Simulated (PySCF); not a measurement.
# Excitation energy of Ca⁺ by level of theory

Ca⁺ [Ar] 4s1 (2S) → Ca⁺ [Ar] 4p1 (2P), as a difference of total energies. All numbers are calculated (PySCF 2.14, the spin-free X2C one-electron Hamiltonian (Gaussian nucleus), in aug-cc-pVDZ-X2C (6s5p3d, 36 functions)). The calculations carry no spin-orbit coupling.

Problem. Order these methods by the excitation energy they give, lowest first.
A. revPBE
B. B3LYP
C. r2SCAN
D. LDA

Solution. A (2.701 eV), C (2.747 eV), B (2.922 eV), D (2.958 eV).

For comparison: 3.142 eV (measured; NIST levels, between the centres of gravity of the two terms).
